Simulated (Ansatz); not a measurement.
```xyz
10

C    -0.279   -1.554    0.139
Si    0.081    0.093   -0.639
C     0.406    1.564    0.414
Se   -1.399    1.753   -0.483
H    -0.897   -2.165   -0.523
H     0.650   -2.096    0.335
H    -0.815   -1.416    1.079
H     0.845   -0.006   -1.905
H     0.310    1.493    1.493
H     1.098    2.334    0.090
```

Total charge 0; spin multiplicity 1.

Q: List the r2SCAN/def2-TZVPP orbital energies in eV (Ansatz). (An estimate is asked.)

A: Computed: Occupied: -12333.58, -1791.41, -1574.23, -1411.48, -1411.44, -1411.39, -273.70, -273.08, -210.34, -153.82, -153.69, -153.51, -141.83, -96.74, -96.67, -96.65, -54.17, -54.16, -54.02, -53.92, -53.90, -19.80, -18.48, -15.59, -12.62, -11.23, -10.70, -10.63, -9.76, -8.57, -7.53, -6.77, -5.55. Lowest empty: -0.74, -0.46, 0.82, 1.30, 1.46, 1.93, 2.58, 2.62.
